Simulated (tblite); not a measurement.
Isomers of C5H4F2O3. Computed values, GFN2-xTB/tblite, gas phase, harmonic and unscaled. Against measured fundamentals such values can be off by several per cent, at times by over 20. One conformer each.

Electronic energies: GFN2-xTB at the same geometries; isomer energies are rough at this level and their order can be wrong.

```tsv
SMILES	electronic energy, lowest = 0 (kcal/mol)
COC(=O)C1=CC(F)(F)O1	34.2
Oc1ccc(OC(F)F)o1	0.0
COC1=C(C=O)OC1(F)F	49.8
```

Q: How do GFN2-xTB zero-point energies change the relative energies?

A: 
```
              SMILES  ZPE (kcal/mol)  of it from modes above 1550 cm⁻¹  electronic (kcal/mol)  with ZPE, lowest = 0 (kcal/mol)  lowest mode (cm⁻¹)  rings
    Oc1ccc(OC(F)F)o1            54.9                              23.0                    0.0                              0.0                  29      1
COC(=O)C1=CC(F)(F)O1            54.0                              22.4                   34.2                             33.3                  42      1
  COC1=C(C=O)OC1(F)F            53.5                              21.8                   49.8                             48.4                  71      1
```

The zero-point energies span 1.4 kcal/mol, from `COC1=C(C=O)OC1(F)F` to `Oc1ccc(OC(F)F)o1`. The order is unchanged.

Q: What do entropy and thermal enthalpy add at 298.15 K and 1 bar (rigid rotor, harmonic oscillator, one conformer each)?

A: 
```csv
SMILES,point group,symmetry number,S (cal/(mol K)),H − H(0) (kcal/mol),ZPE + H − H(0) − TS (kcal/mol)
Oc1ccc(OC(F)F)o1,C1,1,96.5,6.25,32.4
COC(=O)C1=CC(F)(F)O1,Cs,1,100.2,6.73,30.9
COC1=C(C=O)OC1(F)F,Cs,1,99.1,6.85,30.8
```
